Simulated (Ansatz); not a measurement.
Problem. Name a neutral molecule of C, Cl, Ga, N and H with ideal-gas entropy at 298 K and 1 bar (rigid rotor, harmonic PBE0-D4/def2-TZVP) between 379 and 395 J/(mol·K) and HOMO–LUMO gap (PBE0/def2-TZVPP) between 6.50 and 6.80 eV (Ansatz, PBE0-D4/def2-TZVP geometry).

Solution. `C[NH][Ga]([NH2])[Cl]` (388 J/(mol·K), 6.55 eV). Other molecules can fit too; these were computed, each in one conformer that needn't be the lowest.
